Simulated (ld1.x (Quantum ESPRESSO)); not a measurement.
# Cr (Z = 24): variants of one TM semilocal potential

Base potential:

- Element: chromium
- Generator: ld1.x (Quantum ESPRESSO) 7.5
- Type: norm-conserving Troullier–Martins (semilocal form)
- Functional: PBEsol
- Relativity: scalar-relativistic
- Frozen core: [Ne]
- Valence charge: 14
- Reference configuration: 3s2 3p6 3d5 4s0.75 4p0.25
- Partial waves: 3p (bound): rc 0.95 bohr; 3d (bound): rc 1.40 bohr; 3s (bound): rc 0.80 bohr
- Local potential: the s channel
- Core correction: Bessel-smoothed model core inside 0.70 bohr

Occupied shells without a wave of their own: 4p, 4s. They enter only through the test configuration that unscreens the potential, and ld1.x also counts them in the model core charge.

Cutoffs, loose and tight: the cutoffs (Ry, on a coarse ladder) from which the occupation-weighted sum of valence levels, in a spherical-Bessel basis at the reference potential, stays within 10 and 1 mRy of its value at 400 Ry. They do not see the model core or the augmentation charge, which bear on the density cutoff. Test errors are all-electron minus pseudo excitation energies from the reference, over the configurations 3s2 3p6 3d5 4s1 4p0; 3s2 3p6 3d5 4s0 4p0; 3s2 3p6 3d4 4s0 4p0; 3s2 3p6 3d2 4s0 4p0; 3s2 3p6 3d3 4s0 4p0; 3s2 3p6 3d4 4s1 4p0; 3s2 3p6 3d5.5 4s0.5 4p0. A dash means not determined; rows that change the core or the reference have their own tests.

With those shells counted twice in exchange and correlation these files are broken, and their errors move erratically; no question is asked of them.

A semilocal file is local in each channel, so a ghost entry of none says nothing of the separable form that plane-wave codes build from it.

| change | outcome | cutoff, loose | cutoff, tight | bound ghosts | largest test error (meV) |
| --- | --- | --- | --- | --- | --- |
| base | generated | 160 Ry | 300 Ry | none | -677 |
| core correction none | generated | 160 Ry | 300 Ry | none | -86 |
| core correction Bessel-smoothed model core inside 0.32 bohr | generated | 160 Ry | 300 Ry | none | -675 |
| core correction Bessel-smoothed model core inside 0.40 bohr | generated | 160 Ry | 300 Ry | none | -675 |
| core correction Bessel-smoothed model core inside 0.50 bohr | generated | 160 Ry | 300 Ry | none | -675 |
| core correction Bessel-smoothed model core inside 0.54 bohr | generated | 160 Ry | 300 Ry | none | -675 |
| core correction Bessel-smoothed model core inside 0.66 bohr | generated | 160 Ry | 300 Ry | none | -676 |
| core correction Bessel-smoothed model core inside 0.72 bohr | generated | 160 Ry | 300 Ry | none | -677 |
| core correction Bessel-smoothed model core inside 0.78 bohr | generated | 160 Ry | 300 Ry | none | -678 |
| core correction Bessel-smoothed model core inside 0.90 bohr | generated | 160 Ry | 300 Ry | none | -676 |
| core correction Bessel-smoothed model core inside 0.98 bohr | generated | 160 Ry | 300 Ry | none | -675 |
